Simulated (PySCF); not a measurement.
## TDDFT excited states: Cl2H4N2Zn2

Species: (ClZn-mu-NH2)2 (singlet state).
Cartesian coordinates in Å at the PBE0-D3(BJ)/def2-SVP level; atoms count from 1:
```xyz
10
Cl2H4N2Zn2 angstrom
Zn     1.3306    0.5186    0.0586
Cl     3.2983    1.3541    0.1001
N     -0.2576    0.5348    1.2864
Zn    -1.3104   -0.5145   -0.0681
Cl    -3.3008   -1.2917   -0.1334
N      0.2907   -0.5659   -1.2782
H     -0.6275    1.4553    1.5294
H     -0.1318    0.0719    2.1883
H      0.1750   -0.1415   -2.2001
H      0.6583   -1.4978   -1.4785
```

Method used: PySCF, TDDFT B3LYP/def2-SVPD, vertical, gas phase, core orbitals frozen in the response.

Task: Predict the UV-vis stick spectrum at this level.

Result: 

```tsv
state	E (eV)	λ (nm)	f	main configurations (H = HOMO, L = LUMO)
S1	5.21	237.9	0.0000	H→L (98%)
S2	5.59	221.6	0.059	H-1→L (98%)
S3	5.76	215.3	0.0014	H-3/H-2→L (98%)
S4	5.76	215.1	0.036	H-3/H-2→L (98%)
S5	5.77	214.8	0.0000	H→L+1 (96%)
S6	5.99	206.9	0.264	H-4→L (93%)
S7	6.12	202.7	0.0000	H-1→L+1 (92%)
S8	6.36	194.8	0.0003	H-4→L+1 (98%)
S9	6.37	194.5	0.0000	H-5→L (95%)
S10	6.48	191.4	0.0001	H-3/H-2→L+1 (≥91%)
S11	6.51	190.5	0.095	H-3/H-2→L+1 (≥84%), H→L+2 (8%)
S12	6.82	181.7	0.189	H→L+2 (87%)
S13	6.87	180.6	0.0008	H-5→L+1 (80%), H-1→L+4 (12%)
S14	6.88	180.2	0.0095	H→L+3 (62%), H-7→L (27%)
```

Triplets, Tamm–Dancoff:

| state | E (eV) | λ (nm) | main configurations (H = HOMO, L = LUMO) |
| --- | --- | --- | --- |
| T1 | 5.02 | 246.8 | H→L (94%) |
| T2 | 5.38 | 230.3 | H-1→L (92%) |
| T3 | 5.57 | 222.7 | H-4→L (92%) |

The lowest singlet lies at 5.21 eV (238 nm, ultraviolet) and is dark (f under 0.0005); its leading configuration is HOMO→LUMO (98%). The strongest level in the table is S6 at 5.99 eV (207 nm, f = 0.264). S3/S4/S5 and S8/S9 lie within about 0.01 eV of each other in each set. For S1 the Löwdin share of zinc is at most 11% in HOMO and 51% in LUMO (ligand-to-metal charge transfer by this measure). Orbital energies (eV): HOMO-3 -8.23, HOMO-2 -8.23, HOMO-1 -8.05, HOMO -7.76, LUMO -1.66, LUMO+1 -1.04, LUMO+2 -0.23. The oscillator strengths of these states sum to 0.657; summed over the whole spectrum of an exact calculation they would give the number of electrons, 112 (Thomas–Reiche–Kuhn). The listed states span 1.67 eV, and the widest gap between neighbours is 0.38 eV (S1 to S2). No computed singlet lies in the visible range (380 to 750 nm); the lowest, at 238 nm, stands 1.95 eV above its violet end (3.26 eV). Orbitals of the list HOMO-3 to LUMO+2 that lie within 0.01 eV of each other are written together with a slash and their weights summed (≥ marks a lower bound); for degenerate orbitals outside that list single weights are arbitrary. Singlets were solved by full linear response, triplets in the Tamm–Dancoff approximation. The highest level found (6.94 eV, f 0.0001 so far) is left out, since the window may have cut off a degenerate partner.

The run took 64 s (grids of density and orbitals included) on an Intel Xeon Platinum 8259CL at 2.50 GHz with one thread, no GPU, on a shared host, and the process peaked at 0.84 GiB of memory.
